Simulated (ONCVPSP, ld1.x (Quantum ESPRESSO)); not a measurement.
**Hardness and transferability of assorted potentials**

Generated with ld1.x 7.5 (TM, RRKJ, ultrasoft, PAW), atompaw 4.2 or ONCVPSP 4.0.1. The cutoff is in Ry: for ld1.x and atompaw files where the sum of valence levels is converged to 10 mRy in a Bessel basis, for ONCV files where the hardest occupied wave has 1 mHa per electron of residual kinetic energy. The error is the largest all-electron minus pseudo excitation energy over each file’s own four to seven test configurations (ionisations up to +4, promotions, holes and added fractions of an electron), all of which were solved. The labels leave out finer settings (local radius, basis sizes, second energies), which also bear on the numbers. Spin-polarised tests are not counted. The rows are a selection from randomly drawn settings: files with unsolved tests, undetermined cutoffs or missed reference levels are left out.

A true bound ghost makes a file unfit for plane-wave use even where its test errors are small: the radial tests pick states by their node count and pass the ghost by.

| element | potential | cutoff (Ry) | largest error (meV) | bound ghosts |
| --- | --- | --- | --- | --- |
| Se | ONCV, PBEsol, scalar-relativistic, rc 1.50/1.45/1.10 (spd), local smoothed, core correction yes, reference 3d10 4s2 4p2, qcut 4.7/6.5/12.8, projectors 3/3/3 | 152 | -400 | s, p |
| In | TM, LDA (PZ), fully relativistic, rc 1.95/2.00/1.75 (spd), local s, core correction no, reference 4d10 5s2 5p0 | 70 | -212 | none |
| Lu | ONCV, PW91, scalar-relativistic, rc 1.80/1.90/0.90/1.10 (spdf), local smoothed, core correction yes, reference 4d10 4f14 5s2 5p6 5d1 6s1.75 6p0.25, qcut 8.3/7.3/14.4/17.3, projectors 2/3/2/1 | 239 | +147 | s |
| Pt | ONCV, PBE, scalar-relativistic, rc 1.30/1.60/1.65/1.60 (spdf), local smoothed, core correction yes, reference 5s2 5p6 5d9 6s1, qcut 7.1/6.7/6.7/6.7, projectors 2/2/2/2 | 66 | -26 | f |

Question: Fill in the row for Pt: ONCV, PBEsol, fully relativistic, rc 1.65/1.05/1.75/1.75 (spdf), local smoothed, core correction yes, reference 5s2 5p6 5d9 6s1, qcut 8.1/7.8/7.6/5.5, projectors 2/2/2/2.

Answer: cutoff 224 Ry, largest error -6.2 meV, bound ghosts: none.
